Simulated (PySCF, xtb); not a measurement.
C₄H₄BNO, SMILES C1=N[C@@H](C#C)B1O. Other conformers were not sampled.

Harmonic wavenumbers (cm⁻¹) from GFN2-xTB (xtb) at its own minimum, in rising order: 97, 125, 196, 296, 376, 463, 552, 606, 635, 639, 676, 782, 862, 892, 951, 1010, 1050, 1106, 1177, 1245, 1405, 1604, 2269, 2946, 3088, 3395, 3582.

Q: What does PBE0-D3(BJ)/def2-SVP (PySCF) give at its own minimum? (The exact figures need the calculation; the answer reports its results.)

A: 83, 123, 210, 342, 434, 524, 591, 602, 659, 670, 722, 829, 906, 925, 948, 1055, 1111, 1165, 1273, 1294, 1540, 1631, 2234, 3097, 3181, 3489, 3873. Paired by order, the mean absolute difference is 59 cm⁻¹ and the zero-point energies are 45.8 and 47.9 kcal/mol.
